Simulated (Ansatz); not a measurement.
`[NH2][GeH]([Cl])[Cl]` → Cl• + `[NH2][GeH][Cl]`• at 500 K and 1 bar (homolysis of the Cl–Ge bond).

Calculated with Ansatz (gas phase, PBE0-D4/def2-TZVP geometries, no zero-point term in ΔE). CCSD(T)/CBS adds triple-zeta CCSD(T) − MP2 to the extrapolated MP2 energy (def2 sets, frozen cores). This one scheme is used for every species, atoms too. Open shells (•) are unrestricted, without spin–orbit coupling. Spin–orbit coupling would lower the free atoms: a little for Cl. For Ge outer-core shells are correlated without core-valence functions, so the limit isn't a true one: a few kJ/mol of doubt a bond, and 10 to 20 or more in all where bonds break to atoms. Scalar relativity is left out up to krypton. Each species was taken in one conformer, which may not be the lowest.

```csv
species,CCSD(T)/CBS energy (Eh),H − E (kJ/mol),S (J/(mol·K))
`[NH2][GeH]([Cl])[Cl]`,-3052.27661,136.5,401.7
Cl•,-459.70966,10.4,179.0
`[NH2][GeH][Cl]`•,-2592.40836,121.4,354.8
```

H − E and S are ideal-gas, rigid-rotor, harmonic terms from PBE0-D4/def2-TZVP, for one conformer and one mirror image of each species, with the whole ground term of open shells counted as degenerate. 1 Eh = 2625.50 kJ/mol, R = 8.31446 J/(mol·K).

Problem. By hand: ΔE, ΔH, ΔS and ΔG.

Solution. ΔE = (-459.70966) + (-2592.40836) − (-3052.27661) = 0.15859 Eh = 416.4 kJ/mol. Δ(H − E) = 10.4 + 121.4 − 136.5 = -4.7, so ΔH = 411.7 kJ/mol. ΔS = 179.0 + 354.8 − 401.7 = 132.1 J/(mol·K). ΔG = 411.7 − 500 × (132.1)/1000 = 345.6 kJ/mol.

Problem. By hand: the equilibrium constant, and the temperature at which ΔG would vanish if ΔH and ΔS stayed fixed.

Solution. log₁₀ K = −ΔG/(RT ln 10) = -36.1. ΔG = 0 at ΔH/ΔS = 3117 K, far beyond where these terms or the molecules hold.

The number of gas molecules changes by +1, which sets the sign of ΔS. A doubt of 5 kJ/mol in ΔE shifts log₁₀ K by 0.5 here. Other conformers and mirror images would add mixing entropy, several J/(mol·K) or more a flexible species. These are equilibria of isolated gas molecules and say nothing of rates. Largest T1 diagnostic: 0.014 (customary marks: 0.02 for closed shells, 0.045 for open ones).
